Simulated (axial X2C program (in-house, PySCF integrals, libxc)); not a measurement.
**Worked dissociation energy of AuSe: PBE0, spin-free**

Computed with an axial X2C code built on PySCF integrals. Spin-free means the one-electron spin-free X2C Hamiltonian. Basis: Au dyall-v3z [13s14p9d6f2g], Se dyall-v3z [8s9p6d1f] (cores contracted in-house); Gaussian nuclei, density fitting, unrestricted open shells. Masses: Au 196.967 u, Se 79.917 u.

Molecular state: M_S = 1/2, Λ = 1 (beyond evenly filled blocks: π+α, π+β, π-α).

| Quantity | Value |
| --- | --- |
| E(Au) (2M_S = 1, M_L = 0) | -19014.563501 hartree |
| E(Se) (2M_S = 2, M_L = 0) | -2429.612998 hartree |
| E(AuSe) at Re | -21444.264479 hartree |
| ωe | 260.3 cm⁻¹ |
| ωexe | 0.69 cm⁻¹ |

(1) Work out De and D0.

The state is one determinant whose occupation by symmetry is held fixed; it was picked as the lowest of a PBE0 search that is not exhaustive. Dissociation energies refer to the lowest single-determinant-based atoms at the same level and basis. The functionals have no current-density term, which raises determinants with orbital currents, atoms included. Spin-free De lacks the spin–orbit lowering of the heavy p-block atom, a tenth of an eV or more for 4p and 5p, up to an eV for 6p and one to two eV for 7p atoms, less what an open-shell molecule gains itself.

Each atomic determinant is the lowest at this level and need not be a pure term. Totals compare only within one Hamiltonian and basis.

Answers

(1) De = -19014.563501 + (-2429.612998) − (-21444.264479) = 0.08798 hartree = 2.394 eV. The zero-point energy is ωe/2 − ωexe/4 = 130 cm⁻¹ = 0.016 eV, so D0 = 2.378 eV.
